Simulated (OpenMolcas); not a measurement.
**Mn4+, Tc4+, Re4+: d³ down the group**

```json
{
 "Program": "OpenMolcas 26.06",
 "Method": "CASSCF",
 "Basis": "ANO-RCC-VTZP",
 "Scalar Hamiltonian": "DKH2, point nucleus",
 "Spin-orbit coupling": "RASSI with atomic mean-field integrals over the reference wave functions, term energies averaged over their components"
}
```

Active space for each ion: 3 electrons in 5 orbitals (d).

Computed levels in cm-1 above ⁴F_3/2:

```
                               Level   Mn4+   Tc4+   Re4+
                              ⁴F_5/2    371   1037   4584
                              ⁴F_7/2    877   2347   8870
                              ⁴F_9/2   1504   3835  12321
                              ⁴P_1/2  20470  14820  17058
                              ⁴P_3/2  20621  14872  15272
                              ²G_7/2  20932  16275  21260
                              ⁴P_5/2  21065  16448  23142
                              ²G_9/2  21456  17154  32843
                              ²P_1/2  27669  21209  27985
weight of ⁴F in the lowest level (%)    100     99     89
```

Mixed levels, with the weight of the term that names them: Re4+ ⁴P_3/2 (54 %), Re4+ ²G_9/2 (55 %).

Measured, with the error of the calculation in %. Measured levels: Mn4+ from Corliss and Sugar, J. Phys. Chem. Ref. Data 6, 1253 (1977); Re4+ from the list in Brasseur, Gamrath and Quinet, At. Data Nucl. Data Tables 157, 101636 (2024).

| Level | Mn4+ | Re4+ |
| --- | --- | --- |
| ⁴F_5/2 | 359 (+3.4) | 4853 (-5.5) |
| ⁴F_7/2 | 835 (+5.0) | 8973 (-1.1) |
| ⁴F_9/2 | 1412 (+6.5) | 11914 (+3.4) |
| ⁴P_1/2 | 16434 (+24.6) | 14325 (+19.1) |
| ⁴P_3/2 | 16595 (+24.3) |  |
| ²G_7/2 | 17892 (+17.0) | 19013 (+11.8) |
| ⁴P_5/2 | 17049 (+23.6) | 20922 (+10.6) |
| ²G_9/2 | 18399 (+16.6) | 30366 (+8.2) |
| ²P_1/2 | 23082 (+19.9) | 23669 (+18.2) |

The fine-structure level ⁴F_9/2 changes by a factor of 8.19 from Mn4+ to Re4+.

Without spin-orbit coupling ⁴P lies 19982, 13615, 12687 cm-1 above ⁴F in that order; the difference to the level ⁴P_1/2, of either sign, comes from spin-orbit coupling, which also lowers the zero.

Without dynamic correlation excited terms often stand tens of per cent too high (terms of higher spin than the ground term too low), and those without a measured partner can miss by more than the paired ones. Terms from blocks run as CI alone lack orbitals of their own. Computed and measured levels are paired by configuration, term and J; levels that our copy of the source lacks, or whose pairing is in doubt (as where it misses far off the trend of its configuration), stay unpaired and out of the deviations. Only configurations of the active space appear.
